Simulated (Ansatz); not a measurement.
`C[Se][GeH3]` + `[SiH3][SeH]` → `C[Se][Se][SiH3]` + GeH₄ at 700 K and 1 bar (ligand exchange at the Se–Ge bond).

Calculated with Ansatz (gas phase, PBE0-D4/def2-TZVP geometries, no zero-point term in ΔE). CBS: MP2 limit from def2 TZ/QZ plus the TZ coupled-cluster correction, frozen cores. For Ge, Se outer-core shells are correlated without core-valence functions, which leaves a few kJ/mol of doubt a bond. Scalar relativity is left out up to krypton. One conformer a species, not always the lowest.

| species | CCSD(T)/CBS energy (Eh) | H − E (kJ/mol) | S (J/(mol·K)) |
| --- | --- | --- | --- |
| `C[Se][GeH3]` | -4518.49012 | 227.2 | 439.1 |
| `[SiH3][SeH]` | -2692.20088 | 133.3 | 356.0 |
| `C[Se][Se][SiH3]` | -5132.18229 | 247.1 | 496.4 |
| GeH₄ | -2078.49493 | 112.9 | 267.3 |

H − E and S are ideal-gas, rigid-rotor, harmonic terms from PBE0-D4/def2-TZVP, for one conformer and one mirror image of each species. 1 Eh = 2625.50 kJ/mol, R = 8.31446 J/(mol·K).

Task: By hand: ΔE, ΔH, ΔS and ΔG.

Result: ΔE = (-5132.18229) + (-2078.49493) − (-4518.49012) − (-2692.20088) = 0.01378 Eh = 36.2 kJ/mol. Δ(H − E) = 247.1 + 112.9 − 227.2 − 133.3 = -0.5, so ΔH = 35.7 kJ/mol. ΔS = 496.4 + 267.3 − 439.1 − 356.0 = -31.4 J/(mol·K). ΔG = 35.7 − 700 × (-31.4)/1000 = 57.7 kJ/mol.

Task: By hand: the equilibrium constant, and the temperature at which ΔG would vanish if ΔH and ΔS stayed fixed.

Result: log₁₀ K = −ΔG/(RT ln 10) = -4.3. ΔH and −TΔS have one sign here, so there is no such temperature.

TΔS isn't small against ΔH here. A doubt of 5 kJ/mol in ΔE shifts log₁₀ K by 0.4 here. Other conformers and mirror images would add mixing entropy, several J/(mol·K) or more a flexible species. These are equilibria of isolated gas molecules and say nothing of rates. Largest T1 diagnostic: 0.012 (customary marks: 0.02 for closed shells, 0.045 for open ones).
